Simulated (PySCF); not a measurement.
Telling isomers of C₆H₁₀O₄ apart by NMR

How the numbers were obtained: geometry: GFN2-xTB, shieldings: GIAO PBE0/pcSseg-1, in PySCF (no solvent, single conformer, no relativistic terms, one averaged value for each set of equivalent atoms).

Scale: TMS for ¹H and ¹³C (reference shieldings calculated alike). Where no couplings were computed, multiplicities follow the n + 1 count of equivalent neighbours, and m marks all less simple cases (inequivalent or close neighbours, rings, F or P nearby). Shifts are as computed. Against solution values, carbons near 30 ppm lie about +3 ppm off and those near 130 ppm about +5 ppm. Of 1211 compounds with measured shifts, 218 miss one by over three times the rms of a fit or turn the order of signals round; such compounds aren't used in these exercises.

(1) Tabulate the signals of `COC(=O)C(=O)OC(C)C`, `COC(=O)CCOC(C)=O`, `CCOC(=O)C(=O)OCC` and their relative energies.

(2) What is the quickest way to tell COC(=O)CCOC(C)=O from CCOC(=O)C(=O)OCC?

(3) What is the quickest way to tell COC(=O)C(=O)OC(C)C from CCOC(=O)C(=O)OCC?

(4) What is the quickest way to tell COC(=O)C(=O)OC(C)C from COC(=O)CCOC(C)=O?

Results:

(1) 
```json
{"SMILES": "COC(=O)C(=O)OC(C)C", "carbon types": "2×C 1×CH 3×CH3", "δC": "167.8, 165.8, 72.3, 54.5, 23.1", "δH": "5.11 (sept, 1H), 4.01 (s, 3H), 1.38 (d, 6H)", "E rel. (kcal/mol)": "8.6"}
{"SMILES": "COC(=O)CCOC(C)=O", "carbon types": "2×C 2×CH2 2×CH3", "δC": "178.2, 177.2, 63.5, 53.7, 34.6, 23.4", "δH": "4.45 (t, 2H), 3.87 (s, 3H), 2.84 (t, 2H), 2.08 (s, 3H)", "E rel. (kcal/mol)": "0.0"}
{"SMILES": "CCOC(=O)C(=O)OCC", "carbon types": "2×C 2×CH2 2×CH3", "δC": "166.2, 64.3, 16.3", "δH": "4.58 (q, 4H), 1.33 (t, 6H)", "E rel. (kcal/mol)": "9.0"}
```

Energies are electronic energies at PBE0/pcSseg-1 on these geometries, without zero-point or thermal terms, each for the one conformer computed, which needn't be the lowest.

(2) Count the carbon signals: 6 against 3. The first has a methyl carbon bonded to O (CH3) at 53.7 ppm, the second an ester carbonyl carbon (C) at 166.2 ppm. Their most deshielded carbons lie at 178.2 and 166.2 ppm.

(3) Count the carbon signals: 5 against 3. The first has an sp3 CH bonded to O at 72.3 ppm, the second an sp3 CH2 bonded to O at 64.3 ppm. Their most deshielded carbons lie at 167.8 and 166.2 ppm. In the proton spectra the most deshielded non-exchanging signals are 5.11 (sept, 1H) and 4.58 (q, 4H).

(4) Count the carbon signals: 5 against 6. The first has an sp3 CH bonded to O at 72.3 ppm, the second an sp3 CH2 bonded to O at 63.5 ppm. Their most deshielded carbons lie at 167.8 and 178.2 ppm. In the proton spectra the most deshielded non-exchanging signals are 5.11 (sept, 1H) and 4.45 (t, 2H).
